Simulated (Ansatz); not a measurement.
`OB(S)[SiH2][SiH3]` + H₂O → `OB(O)S` + disilane  (formal hydrolysis of a B–Si bond)

Gas-phase electronic energies from Ansatz, PBE0-D4/def2-TZVP geometries. CCSD(T)/CBS is the MP2 limit (def2-TZVPP, def2-QZVPP) plus CCSD(T) − MP2 in def2-TZVPP, frozen cores. This one scheme is used for every species. DFT in def2-TZVPP. B3LYP here is the variant with VWN-RPA as its local correlation; programs differ in this. One conformer a species, not always the lowest.

CCSD(T)/CBS gives -1.29 eV.

Another level gave -1.25 eV. Which?
A. PBE-D4/def2-TZVPP
B. PBE0-D4/def2-TZVPP
C. B2PLYP/def2-TZVPP
D. B3LYP-D4/def2-TZVPP

B. PBE0-D4 -1.25, B3LYP-D4 -1.34, B2PLYP -1.41, PBE-D4 -1.18 eV.

Largest T1 diagnostic among the species: 0.014.

From PBE to PBE0 (25 % exact exchange), in def2-TZVPP and without D4, ΔE moves by −0.07 eV. The D4 term adds +0.10 eV with B3LYP and +0.06 eV with PBE0; it sums over pairs of atoms, weighted by their polarisabilities, and B3LYP, whose exchange is more repulsive, gets the larger term. In def2-TZVPP, CCSD(T) changes the Hartree–Fock value by +0.33 eV (the triples alone add +0.05 eV) and MP2 by +0.33 eV.
